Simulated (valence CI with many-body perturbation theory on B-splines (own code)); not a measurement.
E1 line list for K V

Computed by relativistic CI+MBPT: five valence electrons over a frozen Dirac-Fock core [Ne], radial functions for each j: 11 s, 11 p, 10 d, 8 f, 5 g, 2 h, with the one-electron correlation potential Σ1, the two-electron term Σ2, the three-electron term Σ3, Breit, model QED; selected CI, second order for the rest, scaled by the run's own slope (own B-spline code, finite nucleus).

Set against measurement, 33 paired levels are off by 288 cm⁻¹ on average, the worst by 1156. These come from a selection out of Sansonetti, J. Phys. Chem. Ref. Data 37, 7 (2008). Levels without a partner in it may be off by more. Among the levels kept, up to 3400 cm⁻¹ of a level comes from second order outside the variational space, and about a tenth of that is noise between levels of different J, which matters for small intervals. 5 measured levels below the end of the list, from 206720 cm⁻¹ on, found no clear computed partner, and computed levels of the same name lie up to 6871 cm⁻¹ from them.

Lines 101 to 150 of 580 in falling wavelength, among levels below 469680 cm⁻¹, chosen from the strongest by gf and those to the six lowest levels. Wavelengths and rates use the calculated energies, so an error of 300 cm⁻¹ moves a line at 157.2 nm by 0.47 % and its rate by three times that or more. Electric multipoles are in the length gauge, E1 and E2 with the static RPA response of the core. Weak lines are less certain than strong ones. Lines between different terms over intervals too small for the method are left out, as are lines whose strength nearly cancels. Where a level lies close to another of its J and parity, the split of strength between their lines is uncertain. The highest levels of a list are the least certain.

Names give the largest LS component (configuration and term), which can be under half, so a name can repeat, a term be missing and a line seem to break the LS rules; names also repeat where a configuration has a term twice. Letters in brackets count levels of one name in rising energy.

| λ vac (nm) | Upper | Lower | A (s⁻¹) | S (a.u.) |
| --- | --- | --- | --- | --- |
| 157.2 | 3s²3p²4d ²F_7/2 [b] | 3s²3p²4p ²F°_5/2 | 1.14e+08 | 1.76e+00 |
| 156.8 | 3s²3p²4d ⁴F_9/2 | 3s3p³3d ⁴F°_7/2 [b] | 4.57e+07 | 8.69e-01 |
| 156.7 | 3s²3p²4d ²P_1/2 | 3s²3p²4p ⁴P°_1/2 | 1.55e+08 | 5.89e-01 |
| 156.4 | 3s²3p²4p ²P°_3/2 [b] | 3s²3p²4s ²P_3/2 | 8.28e+07 | 6.25e-01 |
| 156.4 | 3s²3p²4d ⁴P_3/2 | 3s²3p²4p ⁴P°_1/2 | 3.61e+08 | 2.73e+00 |
| 156.4 | 3s²3p²4d ²F_5/2 [b] | 3s²3p²4p ²F°_5/2 | 2.85e+08 | 3.23e+00 |
| 155.6 | 3s²3p²4d ⁴D_3/2 | 3s²3p²4p ⁴S°_3/2 | 2.09e+08 | 1.55e+00 |
| 155.3 | 3s²3p²4d ⁴D_5/2 | 3s²3p²4p ²D°_5/2 [a] | 1.63e+08 | 1.81e+00 |
| 154.9 | 3s²3p²4d ⁴D_5/2 | 3s²3p²4p ⁴S°_3/2 | 1.56e+08 | 1.72e+00 |
| 153.6 | 3s²3p²4d ²F_5/2 [a] | 3s²3p²4p ²D°_3/2 [a] | 6.54e+08 | 7.02e+00 |
| 153.3 | 3s²3p²4d ²D_3/2 [a] | 3s²3p²4p ²P°_3/2 [a] | 2.24e+08 | 1.59e+00 |
| 153.3 | 3s²3p²4d ²D_5/2 [b] | 3s²3p²4p ²F°_7/2 | 1.17e+08 | 1.25e+00 |
| 153.2 | 3s²3p²4d ²F_5/2 [a] | 3s²3p²4p ⁴P°_5/2 | 8.79e+07 | 9.35e-01 |
| 153.0 | 3s²3p²4d ²D_3/2 [a] | 3s²3p²4p ²P°_1/2 [a] | 8.04e+08 | 5.68e+00 |
| 152.9 | 3s²3p²4d ²D_5/2 [a] | 3s²3p²4p ²P°_3/2 [a] | 1.07e+09 | 1.13e+01 |
| 152.8 | 3s²3p²4d ²F_7/2 [a] | 3s²3p²4p ²D°_5/2 [a] | 1.29e+09 | 1.81e+01 |
| 152.8 | 3s²3p²4d ²D_3/2 [b] | 3s²3p²4p ²F°_5/2 | 1.06e+08 | 7.47e-01 |
| 152.1 | 3s²3p²4d ⁴D_7/2 | 3s²3p²4p ⁴D°_7/2 | 1.93e+08 | 2.69e+00 |
| 152.0 | 3s²3p²4d ²D_5/2 [b] | 3s²3p²4p ²F°_5/2 | 7.60e+07 | 7.90e-01 |
| 151.7 | 3s²3p²4d ²F_5/2 [a] | 3s²3p²4p ⁴P°_3/2 | 6.15e+08 | 6.35e+00 |
| 151.6 | 3s²3p²4d ⁴D_3/2 | 3s²3p²4p ²D°_3/2 [a] | 1.87e+08 | 1.29e+00 |
| 151.2 | 3s²3p²4d ²G_7/2 | 3s3p³3d ²D°_5/2 [b] | 8.49e+07 | 1.16e+00 |
| 151.1 | 3s²3p²4d ⁴D_3/2 | 3s²3p²4p ⁴P°_5/2 | 7.50e+07 | 5.11e-01 |
| 151.1 | 3s²3p²4d ⁴D_7/2 | 3s²3p²4p ⁴P°_5/2 | 7.46e+08 | 1.02e+01 |
| 151.0 | 3s²3p²4d ⁴D_3/2 | 3s3p³3d ⁴F°_5/2 [b] | 7.72e+07 | 5.25e-01 |
| 151.0 | 3s²3p²4d ⁴D_7/2 | 3s3p³3d ⁴F°_5/2 [b] | 3.40e+08 | 4.63e+00 |
| 150.9 | 3s²3p²4d ⁴D_5/2 | 3s²3p²4p ²D°_3/2 [a] | 3.27e+08 | 3.32e+00 |
| 150.5 | 3s²3p²4d ⁴D_1/2 | 3s²3p²4p ⁴P°_1/2 | 7.39e+08 | 2.48e+00 |
| 150.4 | 3s²3p²4d ²G_7/2 | 3s²3p²4p ²F°_7/2 | 8.16e+07 | 1.10e+00 |
| 150.4 | 3s²3p²4d ²G_9/2 | 3s²3p²4p ²F°_7/2 | 1.64e+09 | 2.75e+01 |
| 150.4 | 3s²3p²4d ⁴D_5/2 | 3s²3p²4p ⁴P°_5/2 | 3.37e+08 | 3.40e+00 |
| 150.3 | 3s²3p²4d ⁴D_5/2 | 3s3p³3d ⁴F°_5/2 [b] | 5.95e+07 | 5.98e-01 |
| 150.1 | 3s²3p²4d ⁴D_3/2 | 3s²3p²4p ⁴P°_1/2 | 2.35e+08 | 1.57e+00 |
| 150.1 | 3s²3p²4d ⁴D_1/2 | 3s²3p²4p ⁴P°_3/2 | 1.90e+08 | 6.33e-01 |
| 149.7 | 3s²3p²4d ⁴D_3/2 | 3s²3p²4p ⁴P°_3/2 | 3.57e+08 | 2.36e+00 |
| 149.3 | 3s²3p²4d ⁴D_3/2 | 3s²3p²4p ⁴D°_5/2 | 7.03e+07 | 4.62e-01 |
| 149.1 | 3s²3p²4d ²G_7/2 | 3s²3p²4p ²F°_5/2 | 1.45e+09 | 1.90e+01 |
| 149.0 | 3s²3p²4d ²F_7/2 [a] | 3s²3p²4p ⁴D°_7/2 | 6.17e+07 | 8.06e-01 |
| 149.0 | 3s²3p²4d ⁴D_5/2 | 3s²3p²4p ⁴P°_3/2 | 8.09e+07 | 7.92e-01 |
| 148.7 | 3s²3p²4d ⁴F_7/2 | 3s3p³3d ⁴P°_5/2 [a] | 4.07e+07 | 5.28e-01 |
| 148.6 | 3s²3p²4d ⁴D_5/2 | 3s²3p²4p ⁴D°_5/2 | 6.19e+07 | 6.01e-01 |
| 146.6 | 3s²3p²4d ⁴P_5/2 | 3s3p³3d ⁴P°_3/2 [a] | 8.59e+07 | 8.01e-01 |
| 144.9 | 3s²3p²4d ⁴F_7/2 | 3s3p³3d ⁴D°_7/2 [b] | 6.88e+07 | 8.27e-01 |
| 144.1 | 3s²3p²4d ⁴F_5/2 | 3s3p³3d ⁴D°_5/2 [b] | 1.27e+08 | 1.13e+00 |
| 144.0 | 3s²3p²4d ⁴P_3/2 | 3s3p³3d ⁴P°_1/2 [a] | 8.95e+07 | 5.28e-01 |
| 143.3 | 3s²3p²4d ⁴F_3/2 | 3s3p³3d ⁴D°_3/2 [b] | 2.03e+08 | 1.18e+00 |
| 142.7 | 3s²3p²4d ⁴F_9/2 | 3s3p³3d ⁴D°_7/2 [b] | 8.80e+08 | 1.26e+01 |
| 142.4 | 3s²3p²4d ⁴F_7/2 | 3s3p³3d ⁴D°_5/2 [b] | 8.14e+08 | 9.28e+00 |
| 142.3 | 3s²3p²4d ⁴F_5/2 | 3s3p³3d ⁴D°_3/2 [b] | 7.57e+08 | 6.47e+00 |
| 142.3 | 3s²3p²4d ⁴F_3/2 | 3s²3p²4p ⁴D°_1/2 [a] | 6.92e+08 | 3.94e+00 |
